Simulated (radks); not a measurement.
Effect of the nuclear size on the osmium ion Os+, [Xe] 4f14 5d6 6s1. Calculated with a radial shooting solver on a logarithmic mesh with Libxc functionals: Dirac Kohn-Sham, relativistic LDA (MacDonald-Vosko exchange, VWN5 correlation), spin-unpolarised, spherical densities, finite nucleus; open shells are shared between the two j in proportion to 2j + 1; Fermi nuclear charge, rms radius 5.4126 fm. The rms radius is varied about that value; shifts are against it.

rms radius (fm)	total energy shift (eV)	density at nucleus (e/bohr^3)	1s1/2 shift (meV)	2s1/2 shift (meV)	5s1/2 shift (meV)	5p1/2 shift (meV)	6s1/2 shift (meV)	6p1/2 (empty) shift (meV)	7s1/2 (empty) shift (meV)
4.6169	-19.6	1.749e+06	-7860	-1130	-11.5	0.243	-1.17	0.126	-0.147
4.893	-13.0	1.713e+06	-5220	-750	-7.62	0.161	-0.780	0.083	-0.098
5.4126	0	1.65e+06	0.000	0.000	0.000	0.000	0.000	0.000	0.000
5.7861	9.87	1.61e+06	3960	568	5.78	-0.122	0.591	-0.063	0.074
6.6034	32.9	1.534e+06	13200	1890	19.3	-0.403	1.97	-0.210	0.247

Slopes of the eigenvalues against <r^2> in GHz/fm^2, as finite differences over the two radii next to the reference (eigenvalue slopes, not the field-shift constants of lines): 1s1/2 233000, 2s1/2 33400, 5s1/2 340, 5p1/2 -7.17, 6s1/2 34.8, 6p1/2 (empty) -3.72, 7s1/2 (empty) 4.35.
